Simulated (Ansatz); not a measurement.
`C[CH2][Mg][CH2]C` + H₂Te → `CC[TeH]` + `C[CH2][MgH]`  (substitution at a C–Mg bond)

Calculated with Ansatz (gas phase, PBE0-D4/def2-TZVP geometries, no zero-point term in ΔE). CCSD(T)/CBS adds triple-zeta CCSD(T) − MP2 to the extrapolated MP2 energy (def2 sets, frozen cores). DFT in def2-TZVPP. B3LYP here is the variant with VWN-RPA as its local correlation; programs differ in this. HSE06 is defined as in plane-wave codes. Elements past krypton have def2 core potentials. For Mg, Te outer-core shells are correlated without core-valence functions, which leaves a few kJ/mol of doubt a bond. One conformer a species, not always the lowest.

(1) Is it downhill or uphill in electronic energy at CCSD(T)/CBS, and by how much? (An estimate is asked.)

(2) What do these levels give: B3LYP-D4, r2SCANh-D4, HSE06-D4, B2PLYP, r2SCANh, MP2/def2-QZVPP? (Best estimate.)

Largest T1 diagnostic among the species: 0.010.

Results:

(1) Computed: Uphill: ΔE = +0.04 eV.

(2) Ansatz gave: B3LYP-D4 0.00, r2SCANh-D4 0.02, HSE06-D4 0.01, B2PLYP 0.04, r2SCANh 0.03, MP2/def2-QZVPP 0.00 eV.

From BLYP to BHLYP (50 % exact exchange), in def2-TZVPP and without D4, ΔE moves by −0.05 eV. At CCSD(T), def2-SVP lies +0.07 eV from the extrapolated value and def2-TZVPP −0.01 eV.
